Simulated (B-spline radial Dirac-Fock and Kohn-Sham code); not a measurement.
Z = 24 (chromium), transition energy 120 keV. The computed values come from a radial finite-basis atomic code: a Dirac-Hartree-Slater potential of the neutral atom with a Latter tail (no hole, which puts coefficients of high multipoles low close above an edge), finite nucleus with surface currents. Subshells that would emit electrons below 1 keV are left out.

Question: A pure transition shows α(K) = 12.6, L1/L2 = 2.50 and L1/L3 = 1.96. What is its multipolarity?
A. E4
B. M1
C. M3
D. M4
E. E1
F. E3
G. E2
H. M2

Answer: A. For comparison, α(K), L1/L2, L1/L3 are E1 0.0182, 55.0, 30.9; E2 0.185, 16.7, 11.4; E3 1.56, 5.69, 4.27; M1 0.0147, 39.5, 81.7; M2 0.131, 19.7, 28.5; M3 1.13, 11.9, 9.48; M4 9.72, 8.12, 4.47.
